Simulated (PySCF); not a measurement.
Electronic structure of O³⁺ (oxygen, charge +3) at the UHF level

Configuration: [He] 2s2 2p1, 2P determinant. Calculation: PySCF 2.14, in dyall-av3z; no relativity, point nucleus.

```json
{
 "Total energy": "-71.099266 hartree",
 "One-electron energy": "-86.1461 hartree",
 "Hartree (Coulomb) energy": "21.7303 hartree",
 "Exchange energy": "-6.6834 hartree",
 "Kinetic energy": "71.09858 hartree",
 "⟨S²⟩": "0.7529",
 "⟨L²⟩": "2.007",
 "Sum of ⟨r⟩": "3.270 bohr",
 "Sum of ⟨r²⟩": "3.391 bohr²",
 "Traceless quadrupole moment −½Σ⟨3z² − r²⟩ along its main axis": "-0.408 e·bohr²",
 "Density at the nucleus (Gaussians lack the cusp)": "315 bohr⁻³",
 "Spin density at the nucleus": "0.0687 bohr⁻³",
 "Langevin diamagnetic susceptibility": "-2.69 ×10⁻⁶ cm³/mol"
}
```

```csv
shell,electrons,mean orbital energy (eV),"rms radius, mean of both spins (bohr)"
1s α,1,-636.08,0.229
1s β,1,-634.42,0.229
2s α,1,-91.077,1.07
2s β,1,-85.601,1.07
2p α,1,-78.084,1.00
```

Spin-orbit constants ζ (cm⁻¹) from the X2C one-electron operator on these orbitals (non-relativistic here): bare nucleus, nucleus screened by l(l+1)(2l+1)/3 electrons, and screened by the Breit-Pauli mean field of the electrons.

| shell | bare | screened nucleus | mean field |
| --- | --- | --- | --- |
| 2p | 391.0 | 293.3 | 259.2 |

To first order the Landé constant is A = 259.2 cm⁻¹, so the lowest level has J = 1/2 and lies 0.0321 eV below the centre of the term.
